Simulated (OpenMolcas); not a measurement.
Computed transition rates of O+

- Program: OpenMolcas 26.06
- Method: SS-RASPT2, IPEA 0.25 Eh, imaginary shift 0.1 Eh (closed shells correlated: 1s)
- Basis: ANO-RCC [8s7p4d3f2g]
- Scalar Hamiltonian: DKH2, point nucleus
- Active space: 5 electrons in 9 orbitals (RAS2 2s 2p; RAS3 3d, at most 2 electrons)
- State averaging: 2S+1 = 4 odd, 1 root; 2S+1 = 2 odd, 8 roots; 2S+1 = 4 even, 3 roots; 2S+1 = 2 even, 9 roots
- Spin-orbit coupling: state interaction with AMFI integrals over the reference wave functions, term energies averaged over their components

Rates come from the transition moments of the reference wave functions (E1 and E2 in the length form). At fixed line strength A goes as λ^-3 for E1 and M1 and as λ^-5 for E2, so a rate at the computed wavelength can be rescaled to the measured one. Measured vacuum wavelengths follow from level energies in NIST Handbook of Basic Atomic Spectroscopic Data. Branching counts decays inside the model space alone, at computed energies, and the table is only a selection of the E1 lines, drawn from those between levels with measured partners whose computed energy lies within a factor of 1.5 of the measured one.

| Upper | Lower | Type | λ computed (nm) | λ measured (nm) | A computed (s-1) | A rescaled (s-1) | Branching % |
| --- | --- | --- | --- | --- | --- | --- | --- |
| 2s 2p⁴ ²P_1/2 | 2s² 2p³ ²D°_3/2 | E1 | 53.14 | 53.78 | 9.45e+09 | 9.12e+09 | 77.5 |
| 2s 2p⁴ ²P_3/2 | 2s² 2p³ ²D°_5/2 | E1 | 53.19 | 53.83 | 8.58e+09 | 8.28e+09 | 70.4 |
| 2s 2p⁴ ²S_1/2 | 2s² 2p³ ²P°_3/2 | E1 | 63.76 | 64.42 | 2.95e+09 | 2.86e+09 | 66.1 |
| 2s 2p⁴ ²P_3/2 | 2s² 2p³ ²P°_3/2 | E1 | 57.4 | 58.1 | 2.17e+09 | 2.09e+09 | 17.8 |
| 2s 2p⁴ ²P_1/2 | 2s² 2p³ ²P°_1/2 | E1 | 57.34 | 58.04 | 1.74e+09 | 1.68e+09 | 14.3 |
| 2s 2p⁴ ²D_5/2 | 2s² 2p³ ²D°_5/2 | E1 | 71.55 | 71.85 | 1.69e+09 | 1.67e+09 | 81.9 |
| 2s 2p⁴ ²D_3/2 | 2s² 2p³ ²D°_3/2 | E1 | 71.54 | 71.86 | 1.65e+09 | 1.63e+09 | 79.4 |
| 2s 2p⁴ ²S_1/2 | 2s² 2p³ ²P°_1/2 | E1 | 63.76 | 64.42 | 1.51e+09 | 1.46e+09 | 33.8 |
| 2s 2p⁴ ²P_1/2 | 2s² 2p³ ²P°_3/2 | E1 | 57.34 | 58.04 | 9.94e+08 | 9.58e+08 | 8.2 |
| 2s 2p⁴ ²P_3/2 | 2s² 2p³ ²D°_3/2 | E1 | 53.19 | 53.83 | 9.89e+08 | 9.54e+08 | 8.1 |
| 2s 2p⁴ ⁴P_1/2 | 2s² 2p³ ⁴S°_3/2 | E1 | 82.95 | 83.28 | 7.37e+08 | 7.28e+08 | 100.0 |
| 2s 2p⁴ ⁴P_3/2 | 2s² 2p³ ⁴S°_3/2 | E1 | 83.01 | 83.33 | 7.35e+08 | 7.27e+08 | 100.0 |
| 2s 2p⁴ ⁴P_5/2 | 2s² 2p³ ⁴S°_3/2 | E1 | 83.11 | 83.45 | 7.32e+08 | 7.23e+08 | 100.0 |
| 2s 2p⁴ ²P_3/2 | 2s² 2p³ ²P°_1/2 | E1 | 57.4 | 58.1 | 4.44e+08 | 4.28e+08 | 3.6 |
| 2s 2p⁴ ²D_5/2 | 2s² 2p³ ²P°_3/2 | E1 | 79.38 | 79.67 | 2.60e+08 | 2.57e+08 | 12.6 |
| 2s 2p⁴ ²D_3/2 | 2s² 2p³ ²P°_1/2 | E1 | 79.38 | 79.66 | 2.12e+08 | 2.10e+08 | 10.2 |
| 2s 2p⁴ ²D_3/2 | 2s² 2p³ ²D°_5/2 | E1 | 71.55 | 71.85 | 1.78e+08 | 1.76e+08 | 8.6 |
| 2s 2p⁴ ²D_5/2 | 2s² 2p³ ²D°_3/2 | E1 | 71.54 | 71.86 | 1.15e+08 | 1.13e+08 | 5.6 |
| 2s 2p⁴ ²D_3/2 | 2s² 2p³ ²P°_3/2 | E1 | 79.38 | 79.66 | 3.72e+07 | 3.68e+07 | 1.8 |

The largest correction is for 2s 2p⁴ ²P_1/2 → 2s² 2p³ ²P°_1/2 (E1): 1.74e+09 × (57.34 / 58.04)^3 = 1.68e+09 s-1, a factor of 0.96.

The computed rate and branching of 2s 2p⁴ ⁴P_1/2 → 2s² 2p³ ⁴S°_3/2 give the upper level a radiative lifetime of 1.000 / 7.37e+08 s-1 = 1.36e-09 s, counting decays inside the model space alone. The rescaled rate gives about 1.4e-09 s.

The computed order of these levels differs from the measured one in 2 places, and where term gaps are wrong the rates of spin-changing lines can be off by large factors.

No measured rate stands beside these. Rescaling mends the energy factor alone: line strengths can still be far off where a level mixes with configurations outside the active space, and weak or spin-changing lines hang on small mixing coefficients that depend on the term gaps too, so rescaling need not improve them.

CASPT2 breaks the degeneracy within a term, and the mean is taken; among the terms shown or strongly mixed into the levels shown the widest spread is 14 cm-1 (2s 2p⁴ ²D). Active for correlation alone: 3d; no level in the range computed is led by a configuration that fills it, so any true level of that kind is missing. Measured partners are found by configuration, term and J. A level has none where our copy of the source lacks it or the pairing is in doubt (some pairs that miss far off the trend of their configuration count as doubtful). Only configurations of the active space appear.

° marks odd parity.
